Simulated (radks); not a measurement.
Task: Radial electron density D(r) = 4 pi r^2 rho(r) of an atom or ion with 28 electrons. Method: scalar-relativistic Kohn-Sham, BP86, spin-polarised, spherical densities, finite nucleus; Fermi nuclear charge, rms radius of each element as measured or else 0.836 A^(1/3) + 0.57 fm; computed with a radial shooting solver on a logarithmic mesh with Libxc functionals.

```
   r/bohr * D(r) (the largest magnitude, 75, reaches the edge; | marks zero)
 0.002097 |  *
 0.002603 |    *
 0.003256 |      *
 0.004074 |         *
 0.005097 |            *
 0.006377 |                 *
 0.007978 |                      *
 0.009901 |                            *
  0.01239 |                                  *
   0.0155 |                                        *
  0.01939 |                                           *
  0.02426 |                                           *
  0.03035 |                                        *
  0.03766 |                                     *
  0.04712 |                                     *
  0.05895 |                                         *
  0.07375 |                                                 *
  0.09226 |                                                      *
   0.1154 |                                                   *
   0.1444 |                                          *
   0.1792 |                                    *
   0.2242 |                                     *
   0.2805 |                                         *
   0.3509 |                                      *
   0.4391 |                        *
   0.5493 |          *
   0.6817 |  *
   0.8529 *
    1.067 *
```

What is the nuclear charge?

Result: Z = 47. The innermost maximum, from 1s, lies near gamma/Z bohr with gamma = sqrt(1 - (Z/c)^2) = 0.939, here 0.02 bohr (found: 0.0219), and its height grows with Z. The density is that of the silver ion Ag19+ in [Ar] 3d10; the configuration itself is not fixed sharply by these data, and Z only to a few units. D(r) has 3 maxima, at r = 0.0219, 0.0968, 0.292 bohr, and minima at 0.0435, 0.193 bohr, inside which lie 2.02, 11.26 electrons.
